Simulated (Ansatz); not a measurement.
Te4Pb2⁺, relaxed as a doublet with UKS PBE-D4/def2-SVP in Ansatz, starting from the GFN1-xTB geometry. Force threshold 0.03 eV/Å.

In the def2 sets Pb, Te take a core potential; there is no spin–orbit coupling. The relaxation made no stability test and no search for a lower SCF solution. The structure comes from a short search, and lower isomers may exist.

Start:

```
atom   x (Å)   y (Å)   z (Å)
 Pb1   0.703  -1.475  -1.685
 Pb2  -1.411  -0.121   1.871
 Te3   0.959   1.500   1.320
 Te4   1.250  -1.216   1.243
 Te5  -1.841  -0.116  -1.087
 Te6   0.340   1.427  -1.662
```

| step | energy (eV) | largest force component (eV/Å) | SCF passes |
| --- | --- | --- | --- |
| 1 | -39671.3318 | 1.104 | 19 |
| 2 | -39671.6855 | 0.447 | 26 |
| 3 | -39671.7477 | 0.135 | 22 |
| 4 | -39671.7544 | 0.036 | 21 |
| 5 | -39671.7549 | 0.008 | 22 |

Force components are those of the run's own axes.

End:

Cartesian coordinates in Å:
```
Pb 0.673 -1.502 -1.655
Pb -1.414 -0.167 1.850
Te 1.074 1.497 1.437
Te 1.398 -1.249 1.423
Te -1.981 -0.064 -1.270
Te 0.250 1.486 -1.785
```

By distances, no bond broke or formed. The bond that changes most is Te3–Te6, from 3.05 to 3.33 Å (atoms count from 1).

No frequencies were taken in this run, so the end may be a saddle point.

Hardware: 4 threads of Arm Neoverse V2 on a shared host. Wall time 22 s.
